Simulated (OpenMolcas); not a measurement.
Au6+: moving or changing the point charges

Au6+ among 4 point charges of -2.5 e arranged as a tetrahedron (Td), 1.93 Å from the ion.
```
   1.1143    1.1143    1.1143  -2.50
   1.1143   -1.1143   -1.1143  -2.50
  -1.1143    1.1143   -1.1143  -2.50
  -1.1143   -1.1143    1.1143  -2.50
```

* Program: OpenMolcas
* Method: CASSCF
* Basis: ANO-RCC-VDZP [7s6p4d2f]
* Scalar Hamiltonian: DKH2, point nucleus
* Active space: 5 electrons in 5 orbitals (5d)
* State averaging: 2S+1 = 6 even, 1 root; 2S+1 = 4 even, 24 roots; 2S+1 = 2 even, 75 roots
* Spin-orbit coupling: RASSI with atomic mean-field integrals over the reference wave functions

Runs around this geometry, states (labels of Td). Energies in cm-1 above the lowest state or level, χT in cm3 K/mol; 10Dq and B are least-squares fits to the states below 45000 cm-1, weighted by degeneracy, with a free offset, and given where the rms deviation is under 5 % of |10Dq| (or 100 cm-1) and under 700 cm-1; 10Dq is negative for this site.

| R (Å) | q (e) | Ground state | 10Dq | B (rms of fit) | First gap with spin-orbit (degeneracies) | χT at 300 K | First state of another spin |
| --- | --- | --- | --- | --- | --- | --- | --- |
| 1.93 | -1.25 | 6A1 | -1717 | 1035 (8) | 51.0 (4, 2) | 3.955 | 4T1 31643 |
| 1.76 | -2.5 | 6A1 | -4824 | 1031 (39) | 107.2 (4, 2) | 3.909 | 4T1 29483 |
| 1.93 | -2.5 | 6A1 | -3206 | 1034 (16) | 81.0 (4, 2) | 3.936 | 4T1 30752 |
| 2.08 | -2.5 | 6A1 | -2258 | 1034 (8) | 61.9 (4, 2) | 3.950 | 4T1 31355 |

Taking |10Dq| as R^-n, n = -ln(2258 / 4824) / ln(2.08 / 1.76) = 4.5 between the shortest and longest distance. The point-charge formula for a cubic d site gives n = 5.

Scaling the charges by -1.25 / -2.5 = 0.50 scales |10Dq| by 1717 / 3206 = 0.54; with fixed orbitals a first-order splitting would follow the charge.

Without dynamic correlation the repulsion within the d shell is too large (B by tens of per cent), so at a given field states of lower spin stand too high. Point charges give a weaker field than real ligands, and real ions of this kind are as a rule low spin; the high spin found here belongs to the model. Point charges carry no covalency, so the field is a model and not that of real ligands. No measured value stands beside these numbers.
